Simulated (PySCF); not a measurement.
Species: C8H12 (charge +1 and doublet state).
Geometry (GFN2-xTB, Å), atoms numbered from 1 in this order:
```
atom  x, y, z in Å
C1     2.5407    0.5012    0.7371
C2     1.8126   -0.3093   -0.3190
C3     0.3339   -0.2563   -0.3109
C4    -0.3768   -0.9805   -1.2468
C5    -1.7856   -0.9695   -1.2874
C6    -2.5073   -0.2318   -0.3953
C7    -1.8862    0.5897    0.6506
C8    -0.3571    0.5667    0.7031
H9     2.3242    1.5637    0.6447
H10    2.2725    0.1816    1.7424
H11    3.6126    0.3698    0.6210
H12    2.1146   -1.3624   -0.2438
H13    2.1560   -0.0053   -1.3171
H14    0.1572   -1.5767   -1.9731
H15   -2.2884   -1.5579   -2.0398
H16   -3.5869   -0.2323   -0.4378
H17   -2.2524    1.6186    0.5296
H18   -2.3124    0.2848    1.6162
H19   -0.0164    0.2289    1.6910
H20    0.0401    1.5878    0.6321
```

The hyperfine couplings belong to this conformer and change with its torsions.

The species is `CC[C+]1[CH]C=CCC1` [radical] (charge +1).

Theory: PySCF 2.14.0, UKS B3LYP, pcH-1 on C H, non-relativistic, mean-field spin-orbit, GIAO. One conformer (not necessarily the lowest) at the GFN2-xTB geometry, without solvent, vibrations or thermal averaging. GFN2-xTB frequencies show an imaginary mode (53i cm⁻¹), so this geometry is no minimum at that level. The geometry wasn't refined by DFT: couplings that depend on bond lengths, twists or pyramidal angles can differ widely from those at the functional's own minimum, by a factor of two or more for some ions and for spin on atoms past the first row. No stability test was run, so a lower SCF solution isn't excluded.

The Mulliken spin populations are largest on C6 (+0.40), C3 (+0.29) and C4 (+0.20). Three atoms exceed +0.15.

Task: McConnell's relation a(H) = Q·ρ ties the coupling of a proton on a planar π carbon to the spin population of that carbon. What Q do the computed values give?

Result: 
```tsv
H	C	ρ(C)	a(H) (G)	a/ρ (G)
H14	C4	+0.198	-5.47	-27.6
H16	C6	+0.401	-9.53	-23.8
```

A least-squares line through the origin gives Q = -24.5 G with Mulliken populations. In McConnell's picture π spin on carbon polarises the C–H bond and leaves opposite spin at the proton, which makes Q negative, as found here.

Task: List the C–H protons on four-coordinate carbons next to a three-coordinate spin centre, with their couplings and θ (C–H bond against the normal to the plane of the centre's neighbours, projected along the bond that joins the two).

Result: 
```csv
β H,on,centre,θ (°),cos²θ,a (G)
H17,C7,C6,34,0.69,+33.87
H18,C7,C6,35,0.66,+32.51
```

Couplings in gauss use g_iso = 2.0027.

The SMILES draws the unpaired electron on C4; the largest computed Mulliken spin population is on C6 (0.40 against 0.20).
